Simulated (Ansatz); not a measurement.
C3H4O, SMILES `C[C]C=O` (triplet; the order of the spin states depends on the level; C–C–C–O torsion 180°) (charge 0, multiplicity 3). This triplet lies 0.18 eV below the relaxed singlet at the level B3LYP/cc-pVTZ // B3LYP-D3(BJ)/def2-TZVP (Ansatz, a program for electronic structure); other levels give the other order.

All values below come from Ansatz with HSE06/cc-pVTZ // B3LYP-D3(BJ)/def2-TZVP.

Ansatz 0.2 input:
```yaml
crystal:
  periodic: [false, false, false]
  atoms:
    - { symbol: C, position_ang: [-1.123711, -0.235745, 0.246576] }
    - { symbol: C, position_ang: [0.105531, 0.530606, 0.404969] }
    - { symbol: C, position_ang: [1.432748, 0.391762, -0.043374] }
    - { symbol: O, position_ang: [2.367721, 1.154079, 0.192302] }
    - { symbol: H, position_ang: [-0.959998, -1.124764, -0.377135] }
    - { symbol: H, position_ang: [-1.510934, -0.567626, 1.215575] }
    - { symbol: H, position_ang: [-1.908971, 0.367092, -0.22121] }
    - { symbol: H, position_ang: [1.597616, -0.515403, -0.669588] }
basis:
  gaussian: { orbitals: cc-pVTZ }
hamiltonian:
  xc: hse06
magnetization:
  spin_polarized: true
  initial_magnetization: 2
```

Output:

```
Functional definition: HSE06
926 factors; their error is unknown
88 factors; integrals over basis functions are off by at most 4.9e-7 eV
mean field evaluation 1: about -5209.1629 eV, gradient 3.7e1 eV
mean field evaluation 2: about -5204.1825 eV, gradient 5.2e1 eV
mean field evaluation 4: about -5215.0298 eV, gradient 2.4e0 eV
mean field evaluation 8: about -5215.0653 eV, gradient 1.8e-1 eV
mean field evaluation 16: about -5215.0593 eV, gradient 4.6e-4 eV
mean field -5215.05926404 eV, -191.6498930595 hartree, gradient 1.7e-5 eV, S^2 2.025552; 0 other end points of the search recorded, 0 dependent functions left out
reference -5215.05929630 eV, -191.6498942450 hartree; 16, 14 occupied and 160, 162 virtual orbitals, 926 factors
Total energy: -5215.05929630 eV, -191.6498942450 hartree
```
